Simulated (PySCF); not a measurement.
Sc⁺ (scandium, charge +1) across methods

[Ar] 4s1 4p1, high-spin 3P determinant (an excited configuration). All numbers are calculated (PySCF 2.14, scalar relativity by spin-free X2C-1e, in aug-cc-pwCVTZ-DK with one added diffuse shell each of s, p, d, f, g type (11s10p8d5f4g, 152 functions)).

```csv
method,E (hartree),mean ε 3p β (eV),mean ε 4s α (eV),mean ε 4p α (eV),Σ⟨r²⟩ (bohr²),⟨S²⟩
PBE0,-763.577,-49.311,-13.240,-9.292,39.02,2.000
r2SCAN,-763.714,-47.643,-12.479,-8.647,39.04,2.000
UHF,-762.92914,-54.851,-15.490,-10.450,39.63,2.001
LDA,-761.768,-46.728,-12.464,-8.464,38.87,2.000
PBE,-763.534,-46.700,-12.331,-8.541,38.93,2.000
```
